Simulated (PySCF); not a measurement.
B3LYP has the VWN-RPA correlation part, as in Gaussian. Excitations are Tamm–Dancoff values on a coarser integration grid. The basis has no diffuse functions, so Rydberg states are missing or too high.

Z-matrix (Å, degrees):
```
N
H 1 1.0160
H 1 1.0160 2 107.86
H 1 1.0160 2 107.86 3 -116.24
Al 1 2.0744 2 111.04 4 -121.88
H 5 1.5967 1 99.24 2 179.70
H 5 1.5967 6 117.49 1 105.52
H 5 1.5967 6 117.49 7 148.99
```
Charge 0, spin multiplicity 1.

Problem. What is the computed T1 excitation (TDA), S1 oscillator strength and total energy (PySCF with B3LYP-D3(BJ)/def2-TZVP)?

Solution. 
```yaml
T1 excitation (TDA): 5.48 eV
S1 oscillator strength: 0.003
total_energy: -300.8690 Ha
```
